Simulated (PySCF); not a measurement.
A structure optimised at B3LYP-D3(BJ)/def2-SVP, used in a PySCF frequency run:

```xyz
13

C      2.5593     0.7275     0.2239
C      1.6631    -0.0373    -0.0692
C      0.4906    -0.8434    -0.3741
B     -0.8861    -0.0906    -0.0194
C     -2.2703    -0.8099    -0.2209
O     -0.8533     1.1675     0.4708
H      3.3886     1.3645     0.4665
H      0.4722    -1.1167    -1.4455
H      0.5210    -1.8047     0.1710
H     -3.1244    -0.1302    -0.0829
H     -2.3456    -1.2810    -1.2158
H     -2.3691    -1.6327     0.5110
H      0.0583     1.4936     0.5684
```

Write its SMILES and formula.

C#CCB(C)O, C4H7BO

What are its rotational constants (standard atomic weights)?

8.2094, 2.1060, 1.7118 GHz
